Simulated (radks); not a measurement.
Task: All-electron atom: Sm II in [Xe] 4f6 7s1 (not the ground configuration). All-electron calculation, Dirac Kohn-Sham, PBE, spin-unpolarised, spherical densities, point nucleus; open shells fill j = l - 1/2 first. Program: a radial shooting solver on a logarithmic mesh with Libxc functionals. Some entries of the table are withheld. Estimate them.

orbital,occ.,eigenvalue (hartree),<r^2> (bohr^2),<r> (bohr)
1s1/2,2,-1714.092,0.0007047,0.02274
2s1/2,2,-280.2322,0.01105,0.09648
2p1/2,2,-265.6174,0.008048,0.08073
2p3/2,4,-243.4620,0.009291,0.08736
3s1/2,2,-61.64584,0.07416,0.2545
3p1/2,2,-55.36128,0.06934,0.2442
3p3/2,4,-50.87505,0.07654,0.2569
3d3/2,4,-39.98543,0.06157,0.2286
3d5/2,6,-39.01113,0.06360,0.2326
4s1/2,2,(1),0.3789,(2)
4p1/2,2,-10.10486,0.4009,0.5934
4p3/2,4,-9.12107,0.4407,0.6224
4d3/2,4,-5.16066,0.5139,0.6652
4d5/2,6,-4.98505,0.5299,0.6756
5s1/2,2,-1.93020,2.237,1.410
5p1/2,2,(3),2.860,1.588
5p3/2,4,(4),3.202,1.680
4f5/2,6,-0.43523,1.338,0.9917
4f7/2,0,-0.41537,1.391,1.009
7s1/2,1,-0.15608,69.61,7.937

Result: 
(1) 4s1/2 eigenvalue (hartree): -12.51340
(2) 4s1/2 <r> (bohr): 0.5792
(3) 5p1/2 eigenvalue (hartree): -1.28625
(4) 5p3/2 eigenvalue (hartree): -1.15593
